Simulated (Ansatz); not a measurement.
# From Ta(NH2)3O to Ta(OH)3O: predicting a member

On one Ta centre that keeps O, n of the NH2 ligands are replaced by OH. The HOMO–LUMO gap y in eV at wB97M-V/def2-TZVPP. Shapes, held fixed at every level: PBE0-D4/def2-TZVP. Flexible molecules stand in one conformer, not always the lowest. Programs: Ansatz 0.2.0.

```
     molecule  n  y (eV)
    Ta(NH2)3O  0   10.36
Ta(NH2)2(OH)O  1   10.83
Ta(NH2)(OH)2O  2       ?
     Ta(OH)3O  3   11.60
```

**Question.** Fit y = c + s·n to the known rows and predict Ta(NH2)(OH)2O.

**Answer.** 
1. Means of the 3 rows: n = 1.33333, y = 10.930.
2. Σ(Δn)² = 4.6667, Σ(Δn·Δy) = 1.91, so the slope is 1.91/4.6667 = 0.40928.
3. Intercept: 10.930 − (0.40928) × 1.33333 = 10.384. The largest residual of the fit is 0.037.
4. Ta(NH2)(OH)2O: 10.384 + (0.40928) × 2 = 11.20 eV.

The run gave 11.35 eV, so the prediction is off by -0.15 eV, more than the scatter of the fit. The steps per swap are uneven (+0.47, +0.52, +0.25), so a line is a poor model. Other levels give for Ta(NH2)(OH)2O: B3LYP-D4/def2-TZVPP 7.12; PBE0-D4/def2-TZVPP 7.69 eV. Orbital gaps aren't excitation energies, and the LUMO depends on the basis. For atoms past krypton def2 sets carry core potentials with scalar relativity.
